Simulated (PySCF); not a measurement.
Question: Write Cartesian coordinates for `C(C(F)(F)F)#CB(Cl)Cl` as optimised with PBE0-D3(BJ)/def2-SVP.

Answer: 
```xyz
9
C3BCl2F3 angstrom
F     -2.1817   -1.4150    0.6681
C     -1.8707   -0.2863    0.0368
F     -2.3598   -0.3568   -1.1976
F     -2.4717    0.7193    0.6657
C     -0.4144   -0.0754    0.0098
C      0.7857    0.1098   -0.0190
B      2.2885    0.3406   -0.0523
Cl     2.9694    1.4099   -1.2465
Cl     3.3141   -0.4635    1.1027
```

Orientation and origin are arbitrary. Atoms count from 1 in this order. All 3 C–F bonds measure 1.330 Å. The C–C distances run from 1.215 Å (C5≡C6, drawn triple) to 1.472 Å (C2–C5, drawn single), a spread of 0.257 Å. B7 (three-coordinate boron) is planar (angles 120.5°, 119.8° and 119.6°, sum 360.0°, 0.00 Å off the plane of its three neighbours).

Bonds between heavy atoms (Å): F1–C2 1.330, C2–F3 1.330, C2–F4 1.330, C2–C5 1.472, C5≡C6 1.215, C6–B7 1.521, B7–Cl8 1.742, B7–Cl9 1.741.

Computed, not measured: PBE0-D3(BJ)/def2-SVP geometry optimisation, gas phase in PySCF.

Point group: near Cs, missed by 0.24 Å at most; the miss may be what the optimiser left on a soft mode. Stationary, but not proved a minimum.

Hardware: Arm Neoverse N1, one thread, no GPU, on a shared host. Cost: 94 s, 0.55 GiB resident at most. This is the geometry optimisation.
